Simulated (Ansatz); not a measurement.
Basis-set series for `C=[CH][ZnH]`. Total charge 0; spin multiplicity 1. Geometry: relaxed with PBE0-D4/def2-TZVP.

```xyz
7

C    -0.2916    0.9668   -0.6506
C     0.0469   -0.3089   -0.4586
Zn    0.3665   -1.0911    1.2759
H    -0.4141    1.6720    0.1683
H    -0.4663    1.3809   -1.6428
H     0.1400   -0.9176   -1.3590
H     0.6185   -1.7021    2.6668
```

```
functional       basis  functions  energy (Eh)  HOMO (eV)  LUMO (eV)
   PBE0-D4    def2-SVP         79  -1857.29751      -7.45      -0.11
   PBE0-D4  def2-QZVPP        334  -1857.69091      -7.62      -0.87
   ωB97M-V    def2-SVP         79  -1857.49861      -9.61       2.09
   ωB97M-V  def2-QZVPP        334  -1857.89541      -9.82       0.56
```

Q: Give the rows for def2-TZVPP. (An estimate is asked.)

A: The calculation gave: 
```csv
functional,basis,functions,energy (Eh),HOMO (eV),LUMO (eV)
PBE0-D4,def2-TZVPP,182,-1857.64331,-7.61,-0.83
ωB97M-V,def2-TZVPP,182,-1857.84913,-9.81,0.76
```

Positive LUMOs are unbound and depend on the basis. Scalar relativity is left out up to krypton.

Program: Ansatz 0.2.0.
